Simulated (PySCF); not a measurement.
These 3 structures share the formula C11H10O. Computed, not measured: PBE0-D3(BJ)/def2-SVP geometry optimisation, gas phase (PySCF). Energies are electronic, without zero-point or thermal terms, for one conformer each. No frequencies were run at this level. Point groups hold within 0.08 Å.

Problem. Rank from lowest to highest electronic energy at this level (kcal/mol).
A. `[OH:1][CH2:2][c:3]1[cH:4][cH:5][cH:6][c:7]2[cH:8][cH:9][cH:10][cH:11][c:12]12` with H–O1–C2–C3 48°, O1–C2–C3–C4 -124° (1-naphthalenemethanol)
B. `[CH2:1]=[C:2]1[CH:3]=[C:4]([O:5][CH3:6])[c:7]2[cH:8][cH:9][cH:10][cH:11][c:12]21` with C3–C4–O5–C6 0°
C. `[CH3:1][O:2][c:3]1[cH:4][cH:5][c:6]2[cH:7][cH:8][cH:9][cH:10][c:11]2[cH:12]1` with C1–O2–C3–C4 180° (2-methoxynaphthalene)

Solution. A (0.0), C (2.8), B (25.3).

As drawn, the lowest has an O–H bond, which the highest lacks; the highest has a C=C bond outside aromatic rings, which the lowest lacks.

```csv
SMILES,E (Eh),E rel (kcal/mol),dipole (D),point group,"A, B, C (MHz)"
OCc1cccc2ccccc12,-499.50223,0.0,1.36,C1,"1345, 965.9, 579.5"
COc1ccc2ccccc2c1,-499.49770,2.8,1.25,Cs,"2345, 622.6, 493.5"
C=C1C=C(OC)c2ccccc21,-499.46185,25.3,1.49,Cs,"1465, 850.2, 539.8"
```
